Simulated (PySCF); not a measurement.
C₅H₇N (SMILES C#C/C=C\CN), singlet, geometry from GFN2-xTB; DF-R2SCAN/def2-TZVPP in PySCF.

The PySCF input:
```python
from pyscf import gto, scf, dft

mol = gto.Mole()
mol.atom = '''
    C     1.282001    0.987926   -2.159126
    C     1.272855    0.376013   -1.125243
    C     1.297052   -0.335332    0.092819
    C     0.209469   -0.690543    0.774235
    C    -1.195180   -0.389736    0.358071
    N    -1.959093    0.062139    1.515662
    H     1.285698    1.520058   -3.063132
    H     2.285208   -0.591787    0.454233
    H     0.300671   -1.226905    1.707364
    H    -1.187940    0.326058   -0.480670
    H    -1.665270   -1.316427    0.005441
    H    -1.576370    0.935115    1.864507
    H    -2.925530    0.228945    1.258085
'''
mol.basis = 'def2-tzvpp'
mol.charge = 0
mol.spin = 0
mol.verbose = 4
mol.max_memory = 1800
mol.build()

mf = dft.RKS(mol)
mf.xc = 'r2scan'
mf = mf.density_fit(auxbasis='def2-universal-jkfit')
mf.kernel()
```

It wrote (shortened):

```
PySCF version 2.14.0

[INPUT] verbose = 4
[INPUT] num. atoms = 13
[INPUT] num. electrons = 44
[INPUT] charge = 0
[INPUT] spin (= nelec alpha-beta = 2S) = 0
[INPUT] symmetry False subgroup None
[INPUT] Mole.unit = angstrom
[INPUT] Symbol           X                Y                Z      unit          X                Y                Z       unit  Magmom
[...]
nuclear repulsion = 200.074449602498
number of shells = 108
number of NR pGTOs = 388
number of NR cGTOs = 284
basis = def2-tzvpp
ecp = {}

******** <class 'pyscf.df.df_jk.DFRKS'> ********
method = DFRKS
initial guess = minao
damping factor = 0
level_shift factor = 0
DIIS = <class 'pyscf.scf.diis.CDIIS'>
diis_start_cycle = 1
diis_space = 8
diis_damp = 0
SCF conv_tol = 1e-09
SCF conv_tol_grad = None
SCF max_cycles = 50
direct_scf = False
XC library pyscf.dft.libxc version 7.1.2
    S. Lehtola, C. Steigemann, M. J. T. Oliveira, and M. A. L. Marques,  SoftwareX 7, 1–5 (2018)
XC functionals = r2scan
    J. W. Furness, A. D. Kaplan, J. Ning, J. P. Perdew, and J. Sun,  J. Phys. Chem. Lett. 11, 8208–8215 (2020)
    J. W. Furness, A. D. Kaplan, J. Ning, J. P. Perdew, and J. Sun,  J. Phys. Chem. Lett. 11, 9248–9248 (2020)
    J. W. Furness, A. D. Kaplan, J. Ning, J. P. Perdew, and J. Sun,  J. Phys. Chem. Lett. 11, 8208–8215 (2020)
    J. W. Furness, A. D. Kaplan, J. Ning, J. P. Perdew, and J. Sun,  J. Phys. Chem. Lett. 11, 9248–9248 (2020)
radial grids:
    Treutler-Ahlrichs [JCP 102, 346 (1995); DOI:10.1063/1.469408] (M4) radial grids

becke partition: Becke, JCP 88, 2547 (1988); DOI:10.1063/1.454033
pruning grids: <function nwchem_prune>
grids dens level: 3
symmetrized grids: False
atomic radii adjust function: <function treutler_atomic_radii_adjust>
small_rho_cutoff = 0
Set gradient conv threshold to 3.16228e-05
Initial guess from minao.
tot grids = 153152
init E= -249.857795505268
[...]
cycle= 1 E= -249.265681824687  delta_E= 0.592  |g|= 0.548  |ddm|= 3.21
[...]
cycle= 2 E= -249.2274685553  delta_E= 0.0382  |g|= 0.69  |ddm|= 1.39
[...]
cycle= 3 E= -249.339470169669  delta_E= -0.112  |g|= 0.112  |ddm|= 0.765
[...]
cycle= 4 E= -249.341288235152  delta_E= -0.00182  |g|= 0.0611  |ddm|= 0.131
[...]
cycle= 5 E= -249.342026127226  delta_E= -0.000738  |g|= 0.0321  |ddm|= 0.0557
[...]
cycle= 6 E= -249.342298041387  delta_E= -0.000272  |g|= 0.0047  |ddm|= 0.0233
[...]
cycle= 7 E= -249.342302935317  delta_E= -4.89e-06  |g|= 0.00177  |ddm|= 0.00814
[...]
cycle= 8 E= -249.342303598585  delta_E= -6.63e-07  |g|= 0.000893  |ddm|= 0.00218
[...]
cycle= 9 E= -249.342303806685  delta_E= -2.08e-07  |g|= 0.000203  |ddm|= 0.000975
[...]
cycle= 10 E= -249.342303817065  delta_E= -1.04e-08  |g|= 5.57e-05  |ddm|= 0.000273
[...]
cycle= 11 E= -249.342303817649  delta_E= -5.84e-10  |g|= 2.47e-05  |ddm|= 7.5e-05
[...]
Extra cycle  E= -249.342303817557  delta_E= 9.18e-11  |g|= 3.22e-05  |ddm|= 7.01e-05
converged SCF energy = -249.342303817557
```
